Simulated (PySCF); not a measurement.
diboron tetrachloride anion (B₂Cl₄), SMILES B(B(Cl)Cl)(Cl)Cl (connectivity only; charge and spin as stated), charge -1, multiplicity 2. Atoms are numbered in the order given.

```xyz
6

Cl     0.0000     1.5182    -1.8074
B      0.0000     0.0000    -0.8104
Cl     0.0000    -1.5182    -1.8074
B      0.0000     0.0000     0.8104
Cl     0.0000     1.5182     1.8074
Cl     0.0000    -1.5182     1.8074
```
Charge -1, spin multiplicity 2.

Coordinates come from a PBE0-D3(BJ)/def2-SVPD optimisation. The spin state was assumed, not searched. Other conformers were not sampled.

Method: PBE0/pcH-1 (PySCF).

Unrestricted Kohn–Sham, ⟨S²⟩ = 0.753. Hyperfine tensors hold the contact and dipolar terms, without spin-orbit corrections.

Computed hyperfine couplings:
| nucleus | A(iso) (MHz) | A(iso) (G) | dipolar principal values (MHz) |
|---|---|---|---|
| 35Cl no. 1 | 2.7 | 1.0 | -12.3, -8.0, 20.3 |
| 11B no. 2 | 4.1 | 1.5 | -24.5, -23.4, 47.9 |
| 35Cl no. 3 | 2.7 | 1.0 | -12.3, -8.0, 20.3 |
| 11B no. 4 | 4.1 | 1.5 | -24.5, -23.4, 47.9 |
| 35Cl no. 5 | 2.7 | 1.0 | -12.3, -8.0, 20.3 |
| 35Cl no. 6 | 2.7 | 1.0 | -12.3, -8.0, 20.3 |
